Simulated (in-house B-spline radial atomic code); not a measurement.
Radial electron density of the tin ion Sn⁴⁺, [Kr] 4d10. Computed with a radial B-spline atomic code at the basis-set limit: scalar-relativistic (X2C) HSE06, spin-polarised, spherical fractional occupations, exact exchange averaged over the configuration, Fermi nucleus of rms radius 4.6519 fm.

One-electron X2C: radii and densities carry no picture-change correction, so inner-shell <1/r> comes out high (for 1s by about 2 % at Z = 33, 5 % at 54, 10 % at 75, 30 % at 118) and <r> low.

Columns: r (bohr), 4πr²n(r) (electrons per bohr), bar.

```
0.000871    1.819 #
 0.00106    2.492 #
 0.00129    3.402 ##
 0.00156    4.579 ##
  0.0019      6.2 ###
  0.0023    8.265 ####
  0.0028    11.02 ######
  0.0034    14.51 ########
 0.00413    18.88 ##########
 0.00502    24.23 #############
 0.00609    30.49 ################
  0.0074    37.62 ####################
 0.00899    45.22 ########################
  0.0109     52.6 ############################
  0.0133    59.18 ################################
  0.0161     63.5 ##################################
  0.0196    65.05 ###################################
  0.0238    63.49 ##################################
  0.0289    59.78 ################################
  0.0351    56.16 ##############################
  0.0426    55.64 ##############################
  0.0518    60.46 ################################
  0.0629    69.86 #####################################
  0.0764     79.3 ##########################################
  0.0928    82.38 ############################################
   0.113    75.79 ########################################
   0.137    64.18 ##################################
   0.166    57.01 ##############################
   0.202    59.97 ################################
   0.245    66.92 ####################################
   0.298    65.02 ###################################
   0.362    49.48 ##########################
    0.44    30.34 ################
   0.534    20.67 ###########
   0.649     21.5 ###########
   0.788    23.73 #############
   0.958    20.66 ###########
    1.16     13.8 #######
    1.41     7.12 ####
    1.72    2.831 ##
    2.09   0.8833 
    2.53   0.2092 
    3.08  0.03165 
    3.74 0.002935
```

On this grid the curve has 4 maxima, near 0.0196, 0.0928, 0.245, 0.788 bohr.

The 4d down radial function P(r) = rR(r), positive near the nucleus:

```tsv
r (bohr)	P
0.0109	0.001753
0.0161	0.005006
0.0238	0.01387
0.0351	0.03633
0.0518	0.08844
0.0764	0.1926
0.113	0.3586
0.166	0.5208
0.245	0.5052
0.362	0.1114
0.534	-0.5617
0.788	-1.026
1.16	-0.9219
1.72	-0.4843
2.53	-0.1418
3.74	-0.0171
```
